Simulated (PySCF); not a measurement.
iminoborane (BH2N), SMILES B=N.

Geometry: PBE0-D3(BJ)/def2-TZVPD.

Two levels are set side by side: PBE/def2-TZVPD (PySCF) and r2SCAN/def2-TZVPD (PySCF). Same geometry, gas phase. Differences are taken from unrounded values.

| quantity | PBE |
|---|---|
| orbital gap (eV) | 6.94 |
| highest occupied level (eV) | -7.27 |
| lowest empty level (eV) | -0.33 |
| mean polarisability (bohr³) | 23.6 |

These are the PBE values. What does r2SCAN give? (Estimate from the structure and the level; the computed values follow.)


```csv
quantity,r2SCAN,PBE minus r2SCAN
orbital gap (eV),7.63,-0.69
highest occupied level (eV),-7.49,0.22
lowest empty level (eV),0.14,-0.47
mean polarisability (bohr³),23.0,0.6
```

Rough cost on one machine, each run with all the roots and properties that it gave: r2SCAN against PBE about 4 times.
